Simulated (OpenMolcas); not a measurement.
**How basis sets differ on C3H10OSi (trimethylsilanol)**

The species is C3H10OSi (15 atoms), meant as a singlet with charge 0. SMILES: `C[Si](C)(C)O`. The shape is that of a PBE0-D4/def2-TZVP optimisation. This is one conformer, not always the lowest.

Each level gives the HOMO–LUMO gap (eV). The values are calculated.

| level | kind | program | value (eV) | CPU time |
| --- | --- | --- | --- | --- |
| HF/ANO-L-MB | Hartree–Fock | OpenMolcas | 19.78 | 9 s |
| HF/ANO-R0 (sfX2C) | Hartree–Fock | OpenMolcas | 16.18 | 4.7 s |
| HF/STO-3G | Hartree–Fock | OpenMolcas | 22.36 | 3.6 s |
| HF/3-21G | Hartree–Fock | OpenMolcas | 17.34 | 8.4 s |
| HF/6-31G* (spherical functions) | Hartree–Fock | OpenMolcas | 16.51 | 20 s |

The values span 16.18 to 22.36 eV. A Hartree–Fock LUMO above zero doesn't converge with the basis: it sinks as sets grow more diffuse. Orbital gaps aren't excitation energies. CPU times are rough (shared hosts, several kinds of processor and program).
